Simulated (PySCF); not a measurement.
**Nuclear quadrupole coupling in `C=Cn1ccc(F)n1`**

Compound: C5H5FN2.
Cartesian coordinates in Å at the GFN2-xTB level; atoms count from 1:
```xyz
13
C5H5FN2 angstrom
C     -2.2960    0.5069    0.7021
C     -1.4134   -0.4347    0.4091
N     -0.1066   -0.1610    0.0250
C      0.8504   -1.0684   -0.2863
C      1.9902   -0.3746   -0.6087
C      1.6022    0.9678   -0.4550
F      2.3690    2.0323   -0.6550
N      0.3513    1.0903   -0.0772
H     -2.0223    1.5453    0.6514
H     -3.2985    0.2595    0.9959
H     -1.6347   -1.4921    0.4437
H      0.6576   -2.1218   -0.2572
H      2.9465   -0.7490   -0.9056
```

Field gradients from the PBE0/pcSseg-1 density (PySCF, non-relativistic), principal values in atomic units, ordered |Vxx| ≤ |Vyy| ≤ |Vzz|:

```tsv
atom	Vxx	Vyy	Vzz
N3	0.1597	0.5199	-0.6797
N8	0.0183	0.9022	-0.9205
```

Problem. Find the asymmetry η = (Vxx − Vyy)/Vzz and the couplings χ = eQV/h (234.96 MHz × Q in barn × V in au), with Q(14N) = 0.02044 b.

Solution. 
```csv
atom,environment,nucleus,η,χzz (MHz),χxx (MHz),χyy (MHz)
N3,pyrrole-type nitrogen,14N,0.53,-3.264,0.767,2.497
N8,pyridine-type nitrogen,14N,0.96,-4.421,0.088,4.333
```

At N8 η is above 0.9: Vyy and Vzz are nearly equal in size and opposite in sign, so a small change could swap them and flip the sign of χzz. 

Problem. What is Vzz at N3 in SI units (1 au = 9.71736 × 10²¹ V/m²)?

Solution. -0.6797 au = -6.605 × 10²¹ V/m².

Problem. And the gradient at the other heavy atoms, for which no coupling is worked out here?

Solution. 
```csv
atom,environment,Vzz (au),η
C1,terminal =CH2 carbon,0.277,0.17
C2,vinylic carbon bearing nitrogen,-0.330,0.12
C4,aromatic CH next to a ring nitrogen,-0.251,0.01
C5,aromatic CH carbon,0.110,0.76
C6,aromatic C–F carbon,-0.312,0.98
F7,aryl fluorine,3.024,0.10
```

Problem. What couplings would deuterons (Q(2H) = 0.00286 b) have in place of the hydrogens, at this geometry?

Solution. 
```
atom  bonded to  bond length (Å)  Vzz (au)     η  χzz (kHz)
  H9         C1            1.075    0.3350  0.04        225
 H10         C1            1.074    0.3440  0.06        231
 H11         C2            1.081    0.3203  0.11        215
 H12         C4            1.071    0.3428  0.10        230
 H13         C5            1.069    0.3529  0.08        237
```

The structure is a single GFN2-xTB conformer in the gas phase; no vibrational or solvent corrections. GFN2-xTB bond lengths can be off by several hundredths of an ångström, more for odd bonds, and the gradients follow them. With so small a basis the couplings can be 20 % off.

These values come from a run that also computed NMR shieldings. The run took about 50 s of CPU time (one thread, shared machine).
